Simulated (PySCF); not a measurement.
Homolysis of single bonds, series Si SH-H. All species are isolated molecules in the gas phase. One relaxed conformer stands for each flexible species; it need not be the lowest. Strings in code marks are SMILES.

These are PBE-D3(BJ)/def2-TZVP (PySCF) values and carry that method's errors. All candidates: neutral, multiplicity 1. Excitations are Tamm–Dancoff values on a coarser integration grid. The basis has no diffuse functions, so Rydberg states are missing or too high.

| Quantity | Value |
|---|---|
| HOMO–LUMO gap | 5.15 eV |
| LUMO | -1.13 eV |
| S1 excitation (TDA) | 5.30 eV |

Q: Which member has these values?
A) `S[Si](S)(S)S`
B) `S[SiH2]S` (H–S–Si–S torsion 56°, S–Si–S–H torsion 56°)
C) `S[SiH](S)S`

A: B, `S[SiH2]S` (H–S–Si–S torsion 56°, S–Si–S–H torsion 56°). The others give `S[Si](S)(S)S`: 4.89 eV, -1.50 eV, 5.01 eV; `S[SiH](S)S`: 5.33 eV, -1.03 eV, 5.44 eV
